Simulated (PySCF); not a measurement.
## Assigning NMR signals

Mapped SMILES: `[CH3:1][CH2:2][C:3]1=[CH:4][SiH2:5][CH:6]=[C:7]1[F:8]`. Each H is labelled by its parent atom.

[PySCF: σ from GIAO-PBE0/pcSseg-1; coordinates at the GFN2-xTB level; one averaged value for each set of equivalent atoms; no relativistic terms; one conformer; isolated molecule]

δ = σ(ref) − σ, references computed at the same level: $^{13}$C (σref 186.93) and $^{1}$H (σref 31.72) against TMS.

Problem. Assign these signals to the numbered atoms. $^{13}$C{$^{1}$H} NMR (computed): δ 180.8 (C), 168.5 (C), 128.5 (CH), 100.7 (CH), 31.3 (CH2), 17.9 (CH3).

Solution. 
180.8 → C7, fully substituted alkene carbon
168.5 → C3, fully substituted alkene carbon
128.5 → C4, alkene CH: as expected for a trigonal carbon in a double bond
100.7 → C6, alkene CH
31.3 → C2, allylic sp3 CH2: saturated and bonded to C and H only
17.9 → C1, methyl carbon: saturated and bonded to C and H only

Problem. Assign these signals to the numbered atoms. $^{1}$H NMR (600 MHz, computed): δ 5.90 (m, 1H), 5.13 (m, 1H), 4.56 (m, 2H), 2.53 (q, 2H), 1.22 (t, 3H).

Solution. 
5.90 → H(C4), hydrogen on an alkene CH: attached to an sp2 carbon and in the plane of the double bond
5.13 → H(C6), hydrogen on an alkene CH
4.56 → H(Si5), hydrogen on a silicon bonded to 2 C, in a 5-membered ring
2.53 → H(C2), hydrogen on an allylic sp3 CH2: allylic position
1.22 → H(C1), hydrogen on a methyl carbon

Splittings by $^{19}$F in the carbon and heteronuclear signals aren't shown, as no couplings were computed. Shifts are as computed. Against solution values, carbons near 30 ppm lie about +3 ppm off and those near 130 ppm about +5 ppm. Of 1309 compounds with measured shifts, 239 miss one by over three times the rms of a fit or turn the order of signals round; such compounds aren't used in these exercises. No couplings were computed; multiplicities are counted from neighbouring protons, with m where these are inequivalent, close in shift, in a saturated or five-membered ring or joined by F or P, and br s for small geminal =CH2 splittings.
